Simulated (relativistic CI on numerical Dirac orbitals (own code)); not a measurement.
Ag²⁰⁺: sensitivity of the levels to the model

Base calculation: Dirac-Coulomb-Breit CI, KLI orbitals optimised for each configuration, model QED, unscaled Slater integrals.

Configurations in the expansion (outside the closed core [Ne]): 3s²3p⁶3d⁹, 3s²3p⁵3d¹⁰, 3s3p⁶3d¹⁰, 3s²3p⁶3d⁸4s, 3s²3p⁶3d⁸4p, 3s²3p⁶3d⁸4d, 3s²3p⁶3d⁸4f, 3s²3p⁶3d⁷4s², 3s²3p⁵3d⁹4s, 3s²3p⁴3d¹⁰4s, 3s²3p⁶3d⁷4s4p, 3s²3p⁴3d¹⁰4p, 3s²3p⁵3d⁹4p, 3s²3p⁶3d⁸5s, 3s²3p⁶3d⁷4p², 3s²3p⁶3d⁸5p. Levels of other configurations are missing.

The lowest level and the first level of each name with at least 55 % of one term (blank where a level has no safe partner in the second run):

```csv
Level,Base (eV),Shift (eV)
3s²3p⁶3d⁹ ²D5/2,0.000,0.000
3s²3p⁶3d⁹ ²D3/2,6.361,+0.005
3s²3p⁵3d¹⁰ ²P°3/2,202.726,-0.038
3s²3p⁵3d¹⁰ ²P°1/2,235.096,-0.046
3s3p⁶3d¹⁰ ²S1/2,349.291,-0.027
3s²3p⁶3d⁸4s ⁴F9/2,369.662,+2.601
3s²3p⁶3d⁸4s ⁴F7/2,376.204,+2.726
3s²3p⁶3d⁸4s ⁴P1/2,381.650,+2.496
3s²3p⁶3d⁸4s ⁴P3/2,383.114,+2.602
3s²3p⁶3d⁸4s ²P1/2,384.672,+2.631
3s²3p⁶3d⁸4s ²G9/2,385.081,+2.560
3s²3p⁶3d⁸4s ²G7/2,385.156,+2.565
3s²3p⁶3d⁸4s ²S1/2,400.411,+2.429
3s²3p⁶3d⁸4p ⁴D°7/2,409.262,+2.567
```

At this charge energies of transitions that change n are usually good to better than 1 %, and those within a shell (Δn = 0) to a few per cent.

Task: One thing was changed in a second run, which moved the levels as shown. Which?
A. QED terms removed
B. one mean potential for all configurations
C. Breit term removed
D. configuration mixing switched off

Result: B. One mean potential for all configurations. One potential for all configurations removes the relaxation of the orbitals, which moves whole configurations and changes the integrals a little.

LS names give the leading component of a level, which can be under half, so a name can repeat, a term be missing and a line seem to break the LS rules.
